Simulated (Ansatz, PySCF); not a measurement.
B(Br)(Et)(OH) (C₂H₆BBrO), SMILES CCB(O)Br. Atoms are numbered in the order given.

```xyz
11

B      0.6830     0.5900    -0.0666
Br    -0.8090    -0.3186     0.8377
C      1.0303     0.2679    -1.5605
C      0.9254    -1.1971    -2.0013
H      2.0360     0.6727    -1.7687
H      0.3362     0.8846    -2.1666
H     -0.0883    -1.5926    -1.8353
H      1.6215    -1.8378    -1.4362
H      1.1625    -1.3129    -3.0706
O      1.3700     1.5182     0.6245
H      1.0447     1.6626     1.5237
```

The structure is a stationary point at B3LYP-D3(BJ)/def2-SVP. Other conformers were not sampled.

Two levels are set side by side: PBE-D3(BJ)/def2-SVP (Ansatz, a first-principles code) and B3LYP-D3(BJ)/def2-SVP (Ansatz). Each level has its own optimised geometry; the coordinates shown are those of the second. Frequencies come from the Hessian of PySCF at each geometry. Differences are taken from unrounded values.

```tsv
quantity	B3LYP-D3(BJ)	PBE-D3(BJ)	PBE-D3(BJ) minus B3LYP-D3(BJ)
mean bond length (Å)	1.290	1.296	0.006
bond B1–Br2 (Å)	1.967	1.965	-0.002
bond B1–C3 (Å)	1.567	1.571	0.004
bond B1–O10 (Å)	1.346	1.356	0.010
bond C3–C4 (Å)	1.534	1.534	0.000
bond C3–H5 (Å)	1.104	1.112	0.008
bond C3–H6 (Å)	1.109	1.117	0.008
bond C4–H7 (Å)	1.101	1.109	0.008
bond C4–H8 (Å)	1.102	1.109	0.007
bond C4–H9 (Å)	1.101	1.109	0.007
bond O10–H11 (Å)	0.967	0.976	0.009
highest harmonic wavenumber (cm⁻¹)	3827	3710	-117
mean harmonic wavenumber (cm⁻¹)	1385	1350	-36
zero-point energy (kcal/mol)	53.47	52.09	-1.38
```

Exact exchange shortens and stiffens bonds; PBE has none. Differences between two approximate levels are no errors against the true value.
